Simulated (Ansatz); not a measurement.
Ansatz (a first-principles code) input (CCSD(T)/cc-pwCVTZ):
A basis named .json is the Basis Set Exchange file of that set.

Ansatz 0.2 input:
```yaml
crystal:
  periodic: [false, false, false]
  atoms:
    - {symbol: Si, position_ang: [0.42284829, -0.06539214, 0.24138975]}
    - {symbol: Cl, position_ang: [0.32740414, 1.60782671, -1.05753397]}
    - {symbol: Cl, position_ang: [-0.18479628, -1.64131461, -1.04048785]}
    - {symbol: Cl, position_ang: [-1.30933621, 0.21391873, 1.43197618]}
    - {symbol: O, position_ang: [1.73931324, -0.26897926, 0.99291494]}
basis:
  gaussian:
    orbitals: cc-pwCVTZ.json
total_charge: -1
magnetization: {spin_polarized: false}
correlation: {method: ccsd_t, electrons: outside_noble_gas}
```

Output:

```
Functional definition: HF
integrals: 2.10 GiB planned
1662 factors; integrals over basis functions are off by at most 1.1e-3 eV
mean field: 1.78 GiB planned
mean field evaluation 1: about -47416.2306 eV, gradient 4.2e1 eV
mean field evaluation 2: about -47416.5357 eV, gradient 4.3e1 eV
mean field evaluation 4: about -47420.3028 eV, gradient 2.9e0 eV
mean field evaluation 8: about -47420.3808 eV, gradient 4.2e-1 eV
mean field evaluation 16: about -47420.3822 eV, gradient 2.0e-6 eV
mean field -47420.38215703 eV, -1742.6669015814 hartree, gradient 2.0e-6 eV, S^2 0.000000; 0 other end points of the search recorded, 0 dependent functions left out
21 core orbitals not correlated
reference -47420.38215703 eV, -1742.6669015814 hartree; 16, 16 occupied and 242, 242 virtual orbitals, 1662 factors
second order -25.72291484 eV of doubles, -0.00000000 eV of singles
coupled cluster: 4.44 GiB planned
cycle   1  -26.04302238 eV  change   -3.2e-1 eV  update   1.2e-1
cycle   2  -26.58947592 eV  change   -5.5e-1 eV  update   3.8e-2
cycle   3  -26.74963888 eV  change   -1.6e-1 eV  update   1.9e-2
cycle   4  -26.73806075 eV  change    1.2e-2 eV  update   4.7e-3
cycle   5  -26.73362943 eV  change    4.4e-3 eV  update   2.1e-3
cycle   6  -26.73459363 eV  change   -9.6e-4 eV  update   6.3e-4
cycle   7  -26.73433780 eV  change    2.6e-4 eV  update   2.1e-4
cycle   8  -26.73428324 eV  change    5.5e-5 eV  update   6.2e-5
cycle   9  -26.73432334 eV  change   -4.0e-5 eV  update   1.8e-5
cycle  10  -26.73431935 eV  change    4.0e-6 eV  update   5.7e-6
perturbative correction -1.21658660 eV, -0.0447087328 hartree
Total energy: -47448.33306298 eV, -1743.6940784292 hartree
```

It need not be the lowest isomer of its formula. Whether it binds its extra electron was not tested at this geometry.
